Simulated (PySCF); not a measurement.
A structure optimised at TPSSh-D3(BJ)/def2-TZVP, used in a PySCF frequency run:

```
Se
N 1 1.8094
H 2 1.0125 1 115.24
H 2 1.0128 3 111.95 1 132.97
O 1 1.8288 2 105.33 3 67.86
H 5 0.9678 1 106.63 2 -90.46
```

**Question.** Write its SMILES and formula.

**Answer.** N[Se]O, H3NOSe

**Question.** What are its rotational constants (standard atomic weights)?

**Answer.** 15.214, 6.9491, 4.9788 GHz
